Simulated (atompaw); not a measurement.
Before and after: PAW (atompaw) potential for cadmium (Cd)

cadmium (Cd), PAW, made with atompaw 4.2.0.5 (PBEsol, scalar-relativistic). Core [Kr], reference 4d10 5s2 5p0. Waves: 5s (bound): rc 3.00 bohr; 5s channel at 4.1 Ry: rc 3.00 bohr; 5p (bound, empty): rc 3.00 bohr; 5p channel at 2.15 Ry: rc 3.00 bohr; 4d (bound): rc 3.00 bohr; 4d channel at 2.7 Ry: rc 3.00 bohr. Local part: troulliermartins scheme with l = 3 at 0 Ry, radius 2.80 bohr. Core correction: smooth core density matched at 2.50 bohr. Augmentation charge: sinc compensation charge, radius 2.95 bohr; PAW radius 3.00 bohr; waves and projectors: custom polynom2 7 10 vanderbiltortho.

All-electron outer shells of the reference configuration (PBEsol, scalar-relativistic, ld1.x):

```
shell  level (eV)  outermost node (bohr)  outermost maximum (bohr)
   4s     -105.81                   0.43                      0.79
   4p      -66.89                   0.43                      0.84
   4d      -11.73                   0.42                      0.98
   5s       -5.70                   1.07                      2.32
   5p       -1.14                   1.20                      3.29
```

Change: all radii scaled by about 0.85 (s 2.56, p 2.56, d 2.56 bohr); local potential troulliermartins scheme with l = 3 at 0 Ry, radius 2.40 bohr; augmentation sinc compensation charge, radius 2.52 bohr; PAW radius 2.56 bohr; waves and projectors: custom polynom2 7 10 vanderbiltortho; core correction smooth core density matched at 2.14 bohr.

Cutoffs: the cutoffs (Ry, on a coarse ladder) from which the occupation-weighted sum of valence levels, in a spherical-Bessel basis at the reference potential, stays within 10 and 1 mRy of its value at 400 Ry; they do not see the model core or the augmentation charge, which bear on the density cutoff.

Q: What does the change do?

A: The potential gets harder (21 Ry and 40 Ry → 40 Ry and 80 Ry); neither file shows a bound ghost. A smaller radius makes the pseudo-wave follow the all-electron one further in, where it bends more sharply, so more plane waves are needed.

| quantity | base | changed |
| --- | --- | --- |
| cutoff, loose | 21 Ry | 40 Ry |
| cutoff, tight | 40 Ry | 80 Ry |
| loose cutoff by channel (10 mRy a level) | s 6 Ry, d 10 Ry | s 6 Ry, d 15 Ry |
| bound ghosts | none | none |
| lowest overlap eigenvalue by channel | s 0.56, p 0.84, d 1.00 | s 0.73, p 0.94, d 1.00 |

 The cutoffs see the waves, projectors and local potential, not the compensation charge or the core.
